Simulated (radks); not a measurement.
Results of a calculation; reference values are marked as such.
Charge is removed step by step from the 3p down level of the zinc ion Zn3+, starting from [Ne] 3s2 3p(up 3, down 3) 3d9. Level of theory: non-relativistic Kohn-Sham, LDA (Slater exchange, Perdew-Wang correlation), spin-polarised, spherical densities, point nucleus; open shells are filled with parallel spins first (a radial shooting solver on a logarithmic mesh with Libxc functionals).

removed (e)  E - E(0) (eV)  eigenvalue (eV)  E minus straight line (eV)
0                    0.000          -123.22                       0.000
0.1                 12.434          -125.47                      -1.045
0.2                 25.096          -127.75                      -1.863
0.3                 37.986          -130.05                      -2.452
0.4                 51.107          -132.37                      -2.811
0.5                 64.461          -134.71                      -2.936
0.6                 78.051          -137.07                      -2.826
0.7                 91.877          -139.45                      -2.479
0.8                 105.94          -141.85                      -1.894
0.9                 120.25          -144.26                      -1.068
1                   134.79          -146.69                       0.000

Removing the whole electron costs 134.79 eV by Delta-SCF, against 123.22 eV from minus the eigenvalue at the starting occupation. Slater's transition state (half an electron removed) gives 134.71 eV. Integrating minus the eigenvalue over the occupation (Janak's theorem) gives 134.79 eV. The mean slope of the eigenvalue, de/dn, is 23.5 eV per electron.
